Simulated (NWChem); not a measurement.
System: C$_{4}$H$_{4}$FN; SMILES N#C/C(C)=C/F

NWChem input:

```
start job
memory heap 200 mb stack 900 mb global 1100 mb
geometry units angstroms noautosym nocenter noautoz
  C      1.628068    -0.179618     0.000000
  C      0.153419     0.096480     0.000000
  C     -0.296632     1.454398     0.000000
  N     -0.629673     2.565726     0.000000
  C     -0.786655    -0.861242     0.000000
  F     -0.471023    -2.142775     0.000000
  H      1.813286    -1.260862     0.000000
  H      2.106525     0.261851     0.887475
  H      2.106525     0.261851    -0.887475
  H     -1.863995    -0.674982     0.000000
end
basis spherical
  * library 6-31g*
end
dft
  xc xpbe96 cpbe96
  iterations 150
end
cosmo
  dielec 25.0
end
task dft energy
```

The geometry was optimised at PBE0/def2-SVP.

Level: PBE/6-31G* with COSMO at NWChem's default radii, gas-phase geometry; the question gives the dielectric constant.

**Question.** What results follow from this input? (PBE/6-31G* (spherical d), COSMO on the gas-phase geometry.) Quantities: electrostatic solvation energy (kcal/mol); dipole in solution (D).

**Answer.** 
| Quantity | Value |
|---|---|
| electrostatic solvation energy (kcal/mol) | -5.4 |
| dipole in solution (D) | 4.05 |
